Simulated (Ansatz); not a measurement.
Species: sum formula AlO2H3, charge 0, multiplicity 1. 
Coordinates optimised at B3LYP-D3(BJ)/def2-TZVP (Ansatz, a quantum-chemistry and plane-wave program):
```
Al
O 1 1.6926
H 2 0.9583 1 123.93
O 1 1.6983 2 118.48 3 0.00
H 4 0.9576 1 124.59 2 180.00
H 1 1.5649 2 118.40 3 -180.00
```
Charge 0, spin multiplicity 1.

Quantity: atomisation energy (electronic, to ground-state atoms), in kcal/mol. Cores are frozen in the correlated levels unless marked. UHF or UKS for open shells. Spin-orbit coupling is left out. No relativistic terms. The coupled-cluster limit lacks core correlation, which all-electron functionals hold. CBS(X,Y): correlation extrapolated as X^-3; Hartree-Fock from the larger set (for Q and 5 zeta extrapolated as (X+1)exp(-9√X)).

```
level      program  atomisation energy (kcal/mol)
---------  -------  -----------------------------
HF/STO-3G   Ansatz                          390.3
```

Q: Predict the CCSD(T)/CBS(cc-pV(Q+d)Z,cc-pV(5+d)Z) result (Ansatz).

A: 520.9 kcal/mol, so HF/STO-3G differs from it by -130.6 kcal/mol.
